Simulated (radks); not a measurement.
Q: All-electron calculation, scalar-relativistic Kohn-Sham, LDA (Slater exchange, VWN5 correlation), spin-unpolarised, spherical densities, finite nucleus; Fermi nuclear charge, rms radius of each element as measured or else 0.836 A^(1/3) + 0.57 fm. Program: a radial shooting solver on a logarithmic mesh with Libxc functionals. Response by self-consistent Sternheimer equations with the Hartree and adiabatic LDA kernel, the relativistic mass of each level held fixed and spin-orbit coupling left out. For heavy and open-shell atoms this level of theory can miss by tens of per cent. Rank Rh+, Ti+, P, O2+, Lu2+, Pd3+, Mg2+ (NIST ground configurations) by static dipole polarisability, largest first.

A: Ti+ 43.12, P 30.59, Lu2+ 27.85, Rh+ 14.28, Pd3+ 4.535, O2+ 1.666, Mg2+ 0.5134 bohr^3.
